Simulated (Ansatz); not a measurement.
A nudged elastic band was laid between two geometries of CH₄BFO₂ (9 atoms, charge 0, multiplicity 1).

Level of theory: Ansatz 0.2.0, RKS PBE0-D4/def2-mTZVP.

```
movable images  : 9
climbing image  : yes
spring          : 5.0 eV/Å²
optimiser       : quadratic models (default)
start path      : through a guess of the saddle point
force threshold : 0.05 eV/Å
iteration limit : 60
end points      : relaxed
```

First end point:

```xyz
9
Properties=species:S:1:pos:R:3
C -0.703 0.406 -1.069
O -0.724 0.460 0.349
B 0.256 -0.125 1.062
O 1.286 -0.784 0.465
F 0.190 -0.044 2.396
H -1.587 0.932 -1.428
H -0.730 -0.627 -1.424
H 0.191 0.890 -1.469
H 1.910 -1.153 1.099
```

Last end point:

```xyz
9
Properties=species:S:1:pos:R:3
C -0.777 0.448 -1.022
O 0.406 0.296 -0.254
B 0.440 -0.458 0.870
O 1.586 -0.611 1.578
F -0.652 -1.075 1.327
H -0.817 1.476 -1.382
H -1.672 0.237 -0.434
H -0.749 -0.225 -1.881
H 2.323 -0.135 1.180
```

(1) Which bonds break or form, and what moves?

(2) Give the energies along the band, and the barrier.

(3) What is the geometry of the highest image?

## Answers

(1) No bond is made or broken. The dihedral C1–O2–B3–O4 goes from 0 to 179°.

(2) The forces met the threshold. The highest image is number 7 of 0 to 10, 0.39 eV above the first end and 0.38 eV above the last; the last end lies 0.01 eV above the first. The profile has 2 maxima (images 3, 7) with wells between them (image 5): this band takes more than one step, which may be the mechanism or a detour left from its start path. A vibrational analysis at the climbing image gives one clearly imaginary mode, 144i cm⁻¹: a first-order saddle point.

```
image  path coordinate (Å)  energy (eV)  dihedral C1–O2–B3–O4 (°)
    0                 0.00         0.00                         0
    1                 0.75         0.00                         1
    2                 1.50         0.01                         0
    3                 2.25         0.32                        -7
    4                 3.01         0.22                         6
    5                 3.76         0.15                        10
    6                 4.51         0.27                        42
    7                 5.26         0.39                        85
    8                 5.96         0.27                       121
    9                 6.65         0.07                       156
   10                 7.35         0.01                       179
```

(3) 
```xyz
9
Properties=species:S:1:pos:R:3
C -0.694 0.389 -1.001
O -0.226 0.660 0.304
B 0.285 -0.300 1.128
O 1.580 -0.705 1.106
F -0.492 -0.863 2.051
H -0.944 1.340 -1.471
H -1.591 -0.237 -0.978
H 0.069 -0.109 -1.611
H 2.100 -0.222 0.455
```

Time of the run: 2.9 min on 2 threads of Intel(R) Xeon(R) 6975P-C (Granite Rapids), with other jobs on the host, peak memory 0.24 GiB.
